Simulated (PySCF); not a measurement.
# N²⁺ (nitrogen, charge +2) across methods

[He] 2s1 2p1 3d1, one real determinant (an excited configuration). All numbers are calculated (PySCF 2.14, no relativity, point nucleus, in aug-cc-pwCVDZ (5s4p2d, 27 functions)).

```csv
method,E (hartree),mean ε 2s α (eV),mean ε 2p α (eV),mean ε 3d α (eV),Σ⟨r²⟩ (bohr²),⟨S²⟩
r2SCAN,-51.4256,-58.883,-48.462,-10.779,9.725,3.750
M06-2X,-51.4160,-62.790,-51.909,-12.129,9.682,3.750
UHF,-51.31890,-67.978,-57.544,-12.941,9.797,3.750
PBE0,-51.3908,-60.675,-50.134,-11.511,9.725,3.750
r2SCANh,-51.4229,-59.821,-49.389,-11.016,9.729,3.750
PBE,-51.3887,-58.093,-47.550,-10.912,9.705,3.750
CAM-B3LYP,-51.4034,-62.019,-51.519,-12.474,9.706,3.750
M06-L,-51.4572,-58.570,-48.261,-11.058,9.744,3.750
LDA,-50.9693,-57.879,-47.177,-10.591,9.712,3.750
```

⟨L²⟩ = 8.00 against 12 for a pure F term, so this real determinant mixes terms. The outer electron is Rydberg-like, and this basis confines it to a smaller radius and binds it less than a complete one would.
